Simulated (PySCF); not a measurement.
## Polarisability and C₆ of Yb(45+) (ytterbium, charge +45)

[Ar] 3d7, high-spin 4F determinant. Computed with PySCF 2.14 in an even-tempered Gaussian basis (18 s from 9.2 bohr⁻², ratio 2.5; 13 p from 12 bohr⁻², ratio 2.5; 8 d from 12 bohr⁻², ratio 2.5; 4 f from 49 bohr⁻², ratio 2.7; 3 g from 74 bohr⁻², ratio 2.7), with scalar relativity by spin-free X2C-1e. Coupled (time-dependent) response in atomic units; α is the mean over directions.

| method | mean α (bohr³) | C₆ (like pair) | S(−4) |
| --- | --- | --- | --- |
| UHF | 0.002908 | 0.0002897 | 5.446e-06 |

S(−4) is the Cauchy moment in α(ω) = α(0) + S(−4) ω² + …

Spin-orbit coupling is absent.

α(iu) at UHF:

```csv
u (hartree),α(iu) (bohr³)
0,0.002908
5.00,0.002783
10.0,0.002507
20.0,0.001999
30.0,0.001689
40.0,0.001486
50.0,0.001331
75.0,0.001035
100,0.0008138
150,0.0005214
250,0.0002536
```

A single London oscillator, α(iu) = α/(1 + u²/ω²), gives C₆ = (3/4) ω α². Matching the computed C₆ needs ω = 4 × 0.0002897 / (3 × 0.002908²) = 45.7 hartree.

For an ion, C₆ is the dispersion term alone; charge-induced terms of lower order in 1/R come first.

Spin-orbit coupling is strong in this species (close to jj coupling), so the high-spin LS determinant is a model state, not a physical level.
